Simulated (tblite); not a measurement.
C5H14SSi2.
Numbering: `[CH3:1][S:2][SiH2:3][C@H:4]1[CH2:5][CH2:6][SiH2:7][CH2:8]1` (hydrogens: H9, H10, H11 on C1; H12, H13 on Si3; H14 on C4; H15, H16 on C5; H17, H18 on C6; H19, H20 on Si7; H21, H22 on C8)

Computed with GFN2-xTB (tblite), gas phase: L-BFGS steps from a force-field or distance-geometry start until the largest atomic force falls under 0.01 eV/Å.

Geometry at step 7:
```
atom  x, y, z in Å
C1     -4.2263   -0.6384    0.7313
S2     -2.4996   -1.1554    0.9551
Si3    -1.4036    0.1278   -0.3662
C4      0.4271   -0.3907   -0.4576
C5      1.1170    0.7523   -1.2109
C6      2.6101    0.9000   -0.8875
Si7     2.9408   -0.1791    0.6428
C8      1.0991   -0.6049    0.9044
H9     -4.3120    0.4482    0.7186
H10    -4.6306   -1.0603   -0.1912
H11    -4.7580   -1.0393    1.5953
H12    -1.4296    1.5279    0.1196
H13    -1.9368    0.0849   -1.7424
H14     0.5492   -1.3151   -1.0268
H15     0.9367    0.6455   -2.2825
H16     0.6467    1.6875   -0.9166
H17     2.8311    1.9497   -0.6743
H18     3.2299    0.6469   -1.7431
H19     3.7185   -1.3883    0.3071
H20     3.4826    0.5985    1.7783
H21     0.6570    0.0377    1.6658
H22     0.9403   -1.6162    1.2784
```

Question: What forces act on the atoms?

Answer: 
| atom | Fx (eV/Å) | Fy (eV/Å) | Fz (eV/Å) |
| --- | --- | --- | --- |
| C1 | -0.179 | 0.079 | -0.001 |
| S2 | 0.141 | -0.008 | -0.032 |
| Si3 | 0.143 | 0.055 | -0.227 |
| C4 | -0.078 | -0.003 | 0.125 |
| C5 | 0.025 | 0.252 | -0.049 |
| C6 | 0.130 | 0.070 | 0.027 |
| Si7 | -0.086 | -0.080 | 0.138 |
| C8 | 0.062 | 0.027 | 0.181 |
| H9 | 0.090 | -0.163 | -0.001 |
| H10 | 0.115 | 0.073 | 0.175 |
| H11 | 0.003 | 0.067 | -0.200 |
| H12 | -0.222 | -0.319 | 0.030 |
| H13 | -0.124 | -0.015 | 0.271 |
| H14 | 0.011 | 0.017 | -0.069 |
| H15 | 0.086 | -0.045 | 0.019 |
| H16 | -0.088 | 0.143 | -0.011 |
| H17 | -0.007 | -0.102 | -0.037 |
| H18 | 0.021 | -0.181 | -0.042 |
| H19 | -0.017 | 0.193 | 0.107 |
| H20 | 0.010 | -0.201 | -0.203 |
| H21 | 0.015 | 0.178 | -0.032 |
| H22 | -0.053 | -0.037 | -0.170 |

The largest, 0.39 eV/Å, acts on H12; the rms over all components is 0.121 eV/Å. The forces sum to zero within rounding, as they must for an isolated molecule in no field.

Question: Give the force on H12 in Eh/bohr and in nN.

Answer: 0.390 eV/Å ÷ 51.422 = 0.00758 Eh/bohr, and 0.390 eV/Å × 1.602 = 0.62 nN.

Question: How far is this geometry from the end of the optimisation?

Answer: 0.261 eV above it, and 0.446 Å rms away after alignment. The bonds farthest from their final lengths, with half the difference of the two atoms' forces along the bond (positive lengthens):

```
   bond  now (Å)  final (Å)  force along bond (eV/Å)
Si3–H12    1.482      1.466                    -0.13
 Si3–C4    1.905      1.891                    -0.11
Si7–H20    1.479      1.465                    -0.15
Si7–H19    1.476      1.465                    -0.09
Si3–H13    1.477      1.465                    -0.18
 C1–H10    1.092      1.085                    -0.13
```

The angle farthest from its final value is Si3–C4–C5, 104.7° against 112.0°.

Of the 5 listed bonds off by 0.010 Å or more, this force points towards the final length in 5.

The cost below is that of the whole relaxation. Time: 1.5 s. Hardware: an Arm Neoverse V1 with one thread, shared host with 32 logical CPUs at a one-minute load of 9.3.
